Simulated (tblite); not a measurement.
Species: C7H8 (charge +1 and doublet state).
SMILES with atom numbers: `[CH+:1]=[C:2][C:3](=[CH2:4])[CH:5]1[CH2:6][CH2:7]1` (hydrogens: H8 on C1; H9, H10 on C4; H11 on C5; H12, H13 on C6; H14, H15 on C7)

A start from a force field or distance geometry was refined with GFN2-xTB geometry optimisation, gas phase (tblite 0.8.0). Values at the start:

```json
{"coordinate": "C1=C2", "start": "1.324 Å"}
{"coordinate": "C1–H8", "start": "1.079 Å"}
{"coordinate": "C2–C3", "start": "1.454 Å"}
{"coordinate": "C3=C4", "start": "1.330 Å"}
{"coordinate": "C3–C5", "start": "1.488 Å"}
{"coordinate": "C4–H9", "start": "1.105 Å"}
{"coordinate": "C4–H10", "start": "1.063 Å"}
{"coordinate": "C5–C6", "start": "1.531 Å"}
{"coordinate": "C5–H11", "start": "1.122 Å"}
{"coordinate": "C6–C7", "start": "1.501 Å"}
{"coordinate": "C6–H12", "start": "1.108 Å"}
{"coordinate": "C6–H13", "start": "1.120 Å"}
{"coordinate": "C1–C2–C3", "start": "121.1°"}
{"coordinate": "C2–C3–C4", "start": "117.0°"}
{"coordinate": "C2–C3–C5", "start": "121.0°"}
{"coordinate": "C3–C5–C6", "start": "111.9°"}
{"coordinate": "C4–C3–C5", "start": "122.0°"}
{"coordinate": "C5–C6–C7", "start": "58.2°"}
{"coordinate": "C6–C5–C7", "start": "59.9°"}
{"coordinate": "C2–C3–C5–C6", "start": "7°"}
{"coordinate": "C3–C5–C6–C7", "start": "-117°"}
{"coordinate": "C3–C5–C7–C6", "start": "98°"}
```

**Question.** How do these coordinates change at the GFN2-xTB level?

**Answer.** 
```tsv
coordinate	GFN2-xTB (Å or °)	change
C1=C2	1.208	-0.116
C3–C5	1.439	-0.049
C3=C4	1.378	+0.048
C2–C3	1.408	-0.046
C6–C7	1.457	-0.044
C5–H11	1.083	-0.039
C6–H13	1.081	-0.039
C6–H12	1.081	-0.027
C4–H9	1.079	-0.026
C1–H8	1.054	-0.025
C5–C6	1.552	+0.021
C4–H10	1.079	+0.016
C1–C2–C3	179.9	+58.8
C3–C5–C6	119.4	+7.5
C6–C5–C7	56.0	-3.9
C5–C6–C7	62.0	+3.8
C2–C3–C4	118.5	+1.5
C2–C3–C5	119.8	-1.2
C4–C3–C5	121.8	-0.2
C2–C3–C5–C6	32	+25
C3–C5–C7–C6	107	+9
C3–C5–C6–C7	-108	+9
```

The energy falls by 181.0 kJ/mol over 97 L-BFGS steps, the largest force on an atom goes from 7.65 to 0.008 eV/Å, and the atoms move by 0.776 Å rms after alignment. The bond that changes most is C1=C2 (ends: carbon bonded to C and H; carbon bonded to 2 C), which shortens by 0.116 Å. Bonds longer at the end by more than 0.005 Å: 4 of 15; shorter: 11. Among the dihedrals that turn most is C2–C3–C5–H11, from 140° to 180°. Rotational constants go from 4708, 2180, 1655 to 3787, 2458, 1681 MHz.

Its GFN2-xTB frequencies are all real (lowest 88 cm⁻¹). 2 starts were optimised and ended at 0.00 and 1.12 kcal/mol (GFN2-xTB); the lowest of these is shown.

One conformer stands for the species.

All values are computed, not measured.
